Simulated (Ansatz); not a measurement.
**Question.** Predict a relaxed structure of Ir3⁺, charge 1, singlet, at PBE-D4/def2-TZVP (Ansatz).

**Answer.** 
```xyz
3

Ir   -0.9076   -0.4233   -0.9401
Ir    0.7029    1.1697   -0.1566
Ir    0.2047   -0.7464    1.0967
```
Point group C2v (tolerance 0.1 Å). This is one stationary point.

In the def2 sets Ir takes a core potential; there is no spin–orbit coupling. The restricted singlet is unstable: a solution with broken spin symmetry lies lower. An occupied level lies above an empty one. At PBE-D4/def2-TZVP a quintet of charge 1 lies 1.01 eV below the restricted singlet, each at its own geometry. The structure comes from a short search, and lower isomers may exist.
